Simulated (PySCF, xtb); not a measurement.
Ta(S)(F)(OH)2 (FH2O2STa), SMILES [OH][Ta]([OH])([F])=[S], multiplicity 1.

GFN2-xTB in xtb at its own geometry gives an orbital gap of 2.04 eV and a dipole moment of 6.95 D.

Coordinates come from a PBE0-D3(BJ)/def2-SVP optimisation. The spin state was assumed, not searched. The def2 effective core potentials stand for the cores of Ta; spin–orbit coupling is left out. One conformer was computed; it need not be the lowest.

What does PBE/def2-TZVP (PySCF) give? (Estimate from the structure and the level; the computed values follow.)

gap 4.29 eV (levels -6.50 and -2.21 eV), dipole 2.60 D.
